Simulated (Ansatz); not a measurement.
```yaml
crystal:
  periodic: [false, false, false]
  atoms:
    - {symbol: O, position_ang: [6.704106, -0.927674, -2.244072]}
    - {symbol: P, position_ang: [6.306558, -0.220508, -0.997728]}
    - {symbol: O, position_ang: [6.971648, -0.853024, 0.356170]}
    - {symbol: O, position_ang: [6.738298, 1.331287, -0.816859]}
    - {symbol: C, position_ang: [4.541226, -0.126946, -0.706056]}
    - {symbol: C, position_ang: [3.677469, -0.677256, -1.663727]}
    - {symbol: C, position_ang: [2.298251, -0.641243, -1.464546]}
    - {symbol: C, position_ang: [1.748798, -0.057102, -0.307286]}
    - {symbol: C, position_ang: [0.286075, -0.018434, -0.096169]}
    - {symbol: C, position_ang: [-0.267162, -0.143296, 1.192297]}
    - {symbol: C, position_ang: [-1.644885, -0.106206, 1.391115]}
    - {symbol: C, position_ang: [-2.533297, 0.061106, 0.311736]}
    - {symbol: C, position_ang: [-3.996793, 0.106246, 0.524119]}
    - {symbol: C, position_ang: [-4.883509, -0.435117, -0.426562]}
    - {symbol: C, position_ang: [-6.263984, -0.391128, -0.225783]}
    - {symbol: C, position_ang: [-6.789982, 0.195374, 0.929534]}
    - {symbol: C, position_ang: [-5.921960, 0.737296, 1.882608]}
    - {symbol: C, position_ang: [-4.541379, 0.692673, 1.682811]}
    - {symbol: C, position_ang: [-1.979042, 0.187043, -0.976440]}
    - {symbol: C, position_ang: [-0.601594, 0.145730, -1.176469]}
    - {symbol: C, position_ang: [2.630349, 0.490244, 0.647738]}
    - {symbol: C, position_ang: [4.008536, 0.457678, 0.454488]}
    - {symbol: H, position_ang: [7.152571, -1.795192, 0.218277]}
    - {symbol: H, position_ang: [7.699113, 1.439728, -0.897862]}
    - {symbol: H, position_ang: [4.104006, -1.138372, -2.559437]}
    - {symbol: H, position_ang: [1.635034, -1.097307, -2.204879]}
    - {symbol: H, position_ang: [0.392738, -0.312864, 2.047964]}
    - {symbol: H, position_ang: [-2.044263, -0.246531, 2.399576]}
    - {symbol: H, position_ang: [-4.482175, -0.920728, -1.320799]}
    - {symbol: H, position_ang: [-6.933945, -0.826311, -0.973273]}
    - {symbol: H, position_ang: [-7.871897, 0.230136, 1.086449]}
    - {symbol: H, position_ang: [-6.323453, 1.207560, 2.785161]}
    - {symbol: H, position_ang: [-3.873089, 1.145033, 2.421308]}
    - {symbol: H, position_ang: [-2.639228, 0.357329, -1.831650]}
    - {symbol: H, position_ang: [-0.202540, 0.284144, -2.185400]}
    - {symbol: H, position_ang: [2.223012, 0.972272, 1.540871]}
    - {symbol: H, position_ang: [4.676378, 0.894370, 1.202785]}
basis:
  gaussian: {orbitals: def2-SVP}
magnetization: {spin_polarized: true, initial_magnetization: 2}
hamiltonian: {xc: {name: SVWN5}}
scf: {omitted_lower_state_checks: [starts]}
output: {forces: true}
```

```sh
$ ansatz run in.yaml --threads 2 --pin off --events-out ev --progress --plain --max-ram 32768MiB --backend cuda --devices 0, --max-vram 18GiB
```

It prints (some lines left out):

```
Functional definition: SVWN5
4350 factors; their error is unknown
mean field evaluation 1: about -34031.4462 eV, gradient 8.9e1 eV
mean field evaluation 2: about -33970.7023 eV, gradient 1.5e2 eV
mean field evaluation 4: about -34062.6549 eV, gradient 2.9e1 eV
mean field evaluation 8: about -34069.2727 eV, gradient 3.3e0 eV
mean field evaluation 16: about -34069.0854 eV, gradient 7.5e-2 eV
mean field -34069.08545215 eV, -1252.0157975111 hartree, gradient 1.5e-5 eV, S^2 2.003026; 0 other end points of the search recorded, 0 dependent functions left out
reference -34069.08550988 eV, -1252.0157996325 hartree; 82, 80 occupied and 305, 307 virtual orbitals, 4350 factors
Total energy: -34069.08550988 eV, -1252.0157996325 hartree
Atom 0 at     6.704106    -0.927674    -2.244072 Å, force     0.050475    -0.110088    -0.179409 eV/Å
Atom 1 at     6.306558    -0.220508    -0.997728 Å, force    -0.486435     0.246864     0.388005 eV/Å
Atom 2 at     6.971648    -0.853024     0.356170 Å, force    -0.108000     0.552711    -0.056124 eV/Å
Atom 3 at     6.738298     1.331287    -0.816859 Å, force    -0.491624    -0.268572     0.030736 eV/Å
Atom 4 at     4.541226    -0.126946    -0.706056 Å, force     0.747156    -0.045454    -0.172203 eV/Å
Atom 5 at     3.677469    -0.677256    -1.663727 Å, force    -1.052793    -0.022440     0.127320 eV/Å
Atom 6 at     2.298251    -0.641243    -1.464546 Å, force     1.171275     0.068747    -0.689465 eV/Å
Atom 7 at     1.748798    -0.057102    -0.307286 Å, force    -2.438949     0.107141     0.438991 eV/Å
Atom 8 at     0.286075    -0.018434    -0.096169 Å, force     2.899763    -0.068980    -0.409755 eV/Å
Atom 9 at    -0.267162    -0.143296     1.192297 Å, force    -1.750461     0.265237     1.046191 eV/Å
Atom 10 at    -1.644885    -0.106206     1.391115 Å, force     1.913690     0.156287     0.442145 eV/Å
Atom 11 at    -2.533297     0.061106     0.311736 Å, force    -2.566250     0.085359     0.363526 eV/Å
Atom 12 at    -3.996793     0.106246     0.524119 Å, force     2.011901    -0.067723    -0.291480 eV/Å
Atom 13 at    -4.883509    -0.435117    -0.426562 Å, force    -0.995720     0.178048    -0.165602 eV/Å
Atom 14 at    -6.263984    -0.391128    -0.225783 Å, force     0.829687     0.014350    -0.022766 eV/Å
Atom 15 at    -6.789982     0.195374     0.929534 Å, force     0.127925    -0.003353    -0.017403 eV/Å
Atom 16 at    -5.921960     0.737296     1.882608 Å, force     0.798452    -0.067913    -0.214884 eV/Å
Atom 17 at    -4.541379     0.692673     1.682811 Å, force    -0.917994    -0.111439     0.443176 eV/Å
Atom 18 at    -1.979042     0.187043    -0.976440 Å, force     1.691349    -0.262360    -0.956740 eV/Å
Atom 19 at    -0.601594     0.145730    -1.176469 Å, force    -1.983312    -0.168248    -0.511223 eV/Å
Atom 20 at     2.630349     0.490244     0.647738 Å, force     1.239856    -0.175640     0.254930 eV/Å
Atom 21 at     4.008536     0.457678     0.454488 Å, force    -1.038909     0.077766     0.244278 eV/Å
Atom 22 at     7.152571    -1.795192     0.218277 Å, force     0.075845    -0.450228    -0.089150 eV/Å
Atom 23 at     7.699113     1.439728    -0.897862 Å, force     0.475961     0.054401    -0.022102 eV/Å
Atom 24 at     4.104006    -1.138372    -2.559437 Å, force     0.174883    -0.168020    -0.268867 eV/Å
Atom 25 at     1.635034    -1.097307    -2.204879 Å, force    -0.218031    -0.124606    -0.248590 eV/Å
Atom 26 at     0.392738    -0.312864     2.047964 Å, force     0.209795    -0.060573     0.257124 eV/Å
Atom 27 at    -2.044263    -0.246531     2.399576 Å, force    -0.131881    -0.055078     0.316165 eV/Å
Atom 28 at    -4.482175    -0.920728    -1.320799 Å, force     0.142268    -0.132856    -0.285965 eV/Å
Atom 29 at    -6.933945    -0.826311    -0.973273 Å, force    -0.181331    -0.146157    -0.211026 eV/Å
Atom 30 at    -7.871897     0.230136     1.086449 Å, force    -0.306852     0.009810     0.044392 eV/Å
Atom 31 at    -6.323453     1.207560     2.785161 Å, force    -0.104923     0.154328     0.253332 eV/Å
Atom 32 at    -3.873089     1.145033     2.421308 Å, force     0.224799     0.119730     0.232454 eV/Å
Atom 33 at    -2.639228     0.357329    -1.831650 Å, force    -0.212149     0.065036    -0.265845 eV/Å
Atom 34 at    -0.202540     0.284144    -2.185400 Å, force     0.132566     0.050836    -0.307069 eV/Å
Atom 35 at     2.223012     0.972272     1.540871 Å, force    -0.137057     0.138652     0.296287 eV/Å
Atom 36 at     4.676378     0.894370     1.202785 Å, force     0.205022     0.164424     0.206616 eV/Å
Dipole moment:    -0.537745     0.003643     0.454804 e Å
Checks for a lower state left out: starts
```

It took 6 s on 2 threads of AMD EPYC 7R13 on a shared host and a share (18 GiB) of an NVIDIA H100 80GB HBM3.
